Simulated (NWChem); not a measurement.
Species: SiHO₂ cation; SMILES O=[Si]=[OH+]

All runs: NWChem. All runs use the structure optimised with PBE0/def2-SVP. Level: M06-2X/def2-SVP with SMD (1 M gas to 1 M solution), gas-phase geometry. Reactions with the solvent are ignored.

```json
[
 {"solvent": "water", "dielectric constant": "78.4", "solvation free energy (kcal/mol)": "[?]", "cavity-dispersion-structure term (kcal/mol)": "0.7"},
 {"solvent": "1-propanol", "dielectric constant": "20.5", "solvation free energy (kcal/mol)": "-71.4", "cavity-dispersion-structure term (kcal/mol)": "0.5"},
 {"solvent": "chloroform", "dielectric constant": "4.71", "solvation free energy (kcal/mol)": "-57.4", "cavity-dispersion-structure term (kcal/mol)": "-0.6"},
 {"solvent": "chlorobenzene", "dielectric constant": "5.70", "solvation free energy (kcal/mol)": "-57.9", "cavity-dispersion-structure term (kcal/mol)": "-1.4"},
 {"solvent": "ethylene glycol", "dielectric constant": "40.2", "solvation free energy (kcal/mol)": "-71.4", "cavity-dispersion-structure term (kcal/mol)": "2.6"}
]
```

Problem. Complete the blanks.

Solution. 
- water, solvation free energy (kcal/mol): -74.2
